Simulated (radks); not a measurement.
All-electron atom: Tc4+ in [Kr] 4d3. Method: scalar-relativistic Kohn-Sham, BLYP, spin-polarised, spherical densities, point nucleus; open shells are filled with parallel spins first (spin-orbit coupling, left out, can overturn this in heavy ions); computed with a radial shooting solver on a logarithmic mesh with Libxc functionals.

Normalised radial functions P(r) = r R(r), r in bohr:

| r | 3d down | 4p down |
|---|---|---|
| 0.00117 | 0.0000 | 0.0007 |
| 0.001523 | 0.0000 | 0.0012 |
| 0.001983 | 0.0000 | 0.0019 |
| 0.002582 | 0.0000 | 0.0030 |
| 0.003389 | 0.0001 | 0.0049 |
| 0.004413 | 0.0002 | 0.0079 |
| 0.005747 | 0.0004 | 0.0126 |
| 0.007483 | 0.0008 | 0.0201 |
| 0.009744 | 0.0017 | 0.0317 |
| 0.01269 | 0.0035 | 0.0495 |
| 0.01652 | 0.0072 | 0.0758 |
| 0.02169 | 0.0149 | 0.1148 |
| 0.02824 | 0.0297 | 0.1659 |
| 0.03677 | 0.0581 | 0.2294 |
| 0.04788 | 0.1099 | 0.2979 |
| 0.06234 | 0.2001 | 0.3539 |
| 0.08118 | 0.3471 | 0.3671 |
| 0.1057 | 0.5663 | 0.2981 |
| 0.1387 | 0.8668 | 0.1108 |
| 0.1807 | 1.1945 | -0.1676 |
| 0.2352 | 1.4754 | -0.4484 |
| 0.3063 | 1.6009 | -0.5739 |
| 0.3989 | 1.4909 | -0.4035 |
| 0.5194 | 1.1611 | 0.0637 |
| 0.6763 | 0.7312 | 0.6342 |
| 0.8877 | 0.3471 | 1.0235 |
| 1.156 | 0.1219 | 1.0232 |
| 1.505 | 0.0287 | 0.7250 |
| 1.96 | 0.0041 | 0.3675 |
| 2.552 | 0.0003 | 0.1280 |
| 3.323 | 0.0000 | 0.0278 |
| 4.327 | 0.0000 | 0.0033 |

3d down: eigenvalue -296.86 eV, 0 radial nodes, <r> = 0.399 bohr, 90 % of the charge inside 0.636 bohr. 4p down: eigenvalue -88.842 eV, 2 radial nodes at r = 0.155, 0.504 bohr, <r> = 1.14 bohr, 90 % of the charge inside 1.68 bohr.
